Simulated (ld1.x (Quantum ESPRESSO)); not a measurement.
Rb: from the effect back to the setting (TM)

Base potential:

ld1.x (Quantum ESPRESSO) 7.5 input, shortened:

```
&input
   title='Rb', zed=37., rel=1, dft='PBE', iswitch=3,
   config='[Kr] 4d1 5s0 5p0'
 /
 &inputp
   pseudotype=2, tm=.true., lloc=-2, rcloc=2.20,
   nlcc=.true., rcore=1.70
 /
3
5S  1  0   0.00   0.00  3.25  3.25  0.0
4P  2  1   6.00   0.00  2.25  2.25  0.0
4D  3  2   1.00   0.00  4.20  4.20  0.0
 &test
   configts(1)='4p6 4d1 5s0 5p0'
 /
```

Cutoffs, loose and tight: the cutoffs (Ry, on a coarse ladder) from which the occupation-weighted sum of valence levels, in a spherical-Bessel basis at the reference potential, stays within 10 and 1 mRy of its value at 400 Ry. They do not see the model core or the augmentation charge, which bear on the density cutoff. Test errors are all-electron minus pseudo excitation energies from the reference, over the configurations 4p6 4d0 5s1 5p0; 4p6 4d0 5s0 5p0; 4p6 4d0 5s0.5 5p0; 4p6 4d0.5 5s0.5 5p0; 4p5 4d0 5s1 5p0; 4p6 4d0 5s0 5p1; variants that change the core or the reference have their own tests. The largest error is taken over the tests solved by every variant that gives reliable tests at all, those not shown here included: 4p6 4d0 5s0 5p0; 4p6 4d0 5s0 5p1; 4p6 4d0 5s0.5 5p0; 4p6 4d0 5s1 5p0; 4p6 4d0.5 5s0.5 5p0.

Only the scale of all radii but the core radius (base = 1) is moved (2 further runs of the sweep failed or gave no value and are left out):

```
scale of all radii but the core radius (base = 1)  cutoff, loose  cutoff, tight  bound ghosts  largest test error (meV)  median size of the test errors
                                             0.76          35 Ry          70 Ry             s                      +1.3                         0.3 meV
                                             0.84          30 Ry          50 Ry             s                       +12                         0.5 meV
                                             1.22          15 Ry          18 Ry          none                      +7.3                         4.2 meV
                                             1.29          15 Ry          18 Ry          none                       -11                         6.1 meV
                                             1.39          15 Ry          21 Ry          none                       -21                         7.6 meV
```

Task: One more run gave cutoff, loose: 25 Ry; cutoff, tight: 35 Ry; bound ghosts: s; largest test error (meV): +3.4; median size of the test errors: 0.8 meV. Which value of the scale of all radii but the core radius (base = 1) was used?

Result: 0.92. The median size of the test errors moves one way along this sweep, from 0.3 meV at 0.76 to 7.6 meV at 1.39, which places the run between 0.84 and 1.22.
